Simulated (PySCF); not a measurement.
**Electric field gradients and quadrupole coupling constants**

C₅H₃N₃.
SMILES with atom numbers: `[N:1]#[C:2][CH2:3][CH:4]([C:5]#[N:6])[C:7]#[N:8]` (hydrogens: H9, H10 on C3; H11 on C4)

Cartesian coordinates in Å at the GFN2-xTB level; atoms count from 1:
```xyz
11
C5H3N3 angstrom
N     -2.8388    0.5404   -0.6546
C     -1.8505   -0.0115   -0.5087
C     -0.5976   -0.6945   -0.2894
C      0.3897    0.2257    0.4693
C      1.5804   -0.5226    0.8281
N      2.5054   -1.1344    1.0953
C      0.7764    1.3521   -0.3624
N      1.0773    2.2217   -1.0359
H     -0.1726   -0.9890   -1.2542
H     -0.7880   -1.5972    0.2998
H     -0.0763    0.6118    1.3868
```

Field gradients from the PBE0/pcSseg-1 density (PySCF, non-relativistic), principal values in atomic units, ordered |Vxx| ≤ |Vyy| ≤ |Vzz|:

| atom | Vxx | Vyy | Vzz |
| --- | --- | --- | --- |
| N1 | 0.4635 | 0.5507 | -1.0142 |
| N6 | 0.4946 | 0.5234 | -1.0180 |
| N8 | 0.4936 | 0.5306 | -1.0241 |

Task: Find the asymmetry η = (Vxx − Vyy)/Vzz and the couplings χ = eQV/h (234.96 MHz × Q in barn × V in au), with Q(14N) = 0.02044 b.

Result: 
```csv
atom,environment,nucleus,η,χzz (MHz),χxx (MHz),χyy (MHz)
N1,nitrile nitrogen,14N,0.09,-4.871,2.226,2.645
N6,nitrile nitrogen,14N,0.03,-4.889,2.375,2.514
N8,nitrile nitrogen,14N,0.04,-4.919,2.370,2.548
```

The gradient is axial or nearly so (η below 0.05) at N6 and N8. 

Task: What is Vzz at N6 in SI units (1 au = 9.71736 × 10²¹ V/m²)?

Result: -1.0180 au = -9.892 × 10²¹ V/m².

Task: And the gradient at the other heavy atoms, for which no coupling is worked out here?

Result: 
| atom | environment | Vzz (au) | η |
| --- | --- | --- | --- |
| C2 | nitrile carbon | -0.354 | 0.04 |
| C3 | sp3 carbon next to a nitrile | -0.189 | 0.97 |
| C4 | sp3 carbon next to a nitrile | -0.174 | 0.58 |
| C5 | nitrile carbon | -0.327 | 0.01 |
| C7 | nitrile carbon | -0.319 | 0.02 |

Were the hydrogens deuterons (Q(2H) = 0.00286 b), χzz would run from 186 kHz (H11) to 194 kHz (H10).

The structure is a single GFN2-xTB conformer in the gas phase; no vibrational or solvent corrections. GFN2-xTB bond lengths can be off by several hundredths of an ångström, more for odd bonds, and the gradients follow them. The small basis limits the accuracy of the gradients.
